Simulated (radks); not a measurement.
The numbers below are computed, except where a source is named.
The nuclear charge of neutral palladium is varied continuously with 46 electrons held in [Kr] 4d10. Code: a radial shooting solver on a logarithmic mesh with Libxc functionals. Model: scalar-relativistic Kohn-Sham, PBEsol, spin-polarised, spherical densities, finite nucleus; Fermi nuclear charge, rms radius 4.5318 fm. By the Hellmann-Feynman theorem dE/dZ = E(electron-nucleus)/Z, the electronic potential at the nucleus (averaged over a nucleus of fixed radius). The scalar-relativistic energy here is not variational (the density holds large components alone), so the two differ by a part that grows with Z.

Z     E (hartree)  E(electron-nucleus)/Z (hartree)  HOMO  e(HOMO) (eV)  <r> HOMO (bohr)
45.8  -4990.35152                         -263.380    4d        -2.222            1.646
46    -5043.33531                         -264.992    4d        -4.051            1.589
46.2  -5096.64335                         -266.600    4d        -6.064            1.539
46.4  -5150.27515                         -268.206    4d        -8.242            1.496
46.6  -5204.23036                         -269.811    4d       -10.571            1.456
46.8  -5258.50873                         -271.414    4d       -13.041            1.420
47    -5313.11005                         -273.016    4d       -15.643            1.387

The central difference of E at Z = 46 is -265.730 hartree, to compare with the third column; the second derivative is -8.11 hartree.
